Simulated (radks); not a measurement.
Question: Zr I, configuration [Kr] 4d2 5s2 (the NIST ground configuration). Method: Dirac Kohn-Sham, BLYP, spin-unpolarised, spherical densities, finite nucleus; open shells fill j = l - 1/2 first; Fermi nuclear charge, rms radius 4.2694 fm; computed with a radial shooting solver on a logarithmic mesh with Libxc functionals.

Spin-orbit splittings of the eigenvalues, e(l+1/2) - e(l-1/2), with zeta = 2 splitting/(2l+1) and mean radii in bohr:

| shell | occ. | splitting (eV) | zeta (eV) | <r> j=l-1/2 | <r> j=l+1/2 |
|---|---|---|---|---|---|
| 2p | 6 | 85.91 | 57.28 | 0.1386 | 0.1430 |
| 3p | 6 | 13.68 | 9.119 | 0.4551 | 0.4656 |
| 3d | 10 | 2.499 | 0.9995 | 0.4506 | 0.4541 |
| 4p | 6 | ? | ? | 1.348 | 1.380 |
| 4d | 2 | 0.1280 | 0.05120 | 2.294 | 2.323 |

Estimate the 4p splitting.

Answer: 1.787 eV (zeta = 1.191 eV).
